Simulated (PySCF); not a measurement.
**C₆ coefficients of unlike pairs at B3LYP**

Calculated with PySCF 2.14 from the dipole response of each species, C₆(A,B) = (3/π) ∫ α_A(iu) α_B(iu) du, in atomic units, from isotropic polarisabilities. For ions this is the dispersion term alone; charge-induced terms of lower order in 1/R come first.

```json
{"species": "Rb", "configuration": "[Kr] 5s1 (2S)", "basis": "aug-cc-pwCVTZ-X2C (10s9p7d3f)", "relativity": "spin-free X2C", "α (bohr³)": "304.0", "C₆ (like pair)": "4374"}
{"species": "S³⁺", "configuration": "[Ne] 3s2 3p1 (2P)", "basis": "x2c-TZVPPall with one added diffuse shell each of s, p, d type (6s6p4d1f)", "relativity": "spin-free X2C", "α (bohr³)": "5.272", "C₆ (like pair)": "13.94"}
{"species": "Ne", "configuration": "[Ne] (1S)", "basis": "aug-cc-pVTZ-DK (5s4p3d2f)", "relativity": "spin-free X2C", "α (bohr³)": "2.524", "C₆ (like pair)": "6.125"}
```

(1) Estimate C₆ for S³⁺ with Rb.

No spin-orbit coupling is included.

The other pairs:

```json
{"pair": "Ne, Rb", "C₆": "80.83"}
{"pair": "Ne, S³⁺", "C₆": "8.747"}
```

## Answers

(1) The integral gives 154.4. The combination rule 2 C_A C_B / (C_A α_B/α_A + C_B α_A/α_B) gives 138.6 and the geometric mean 246.9.
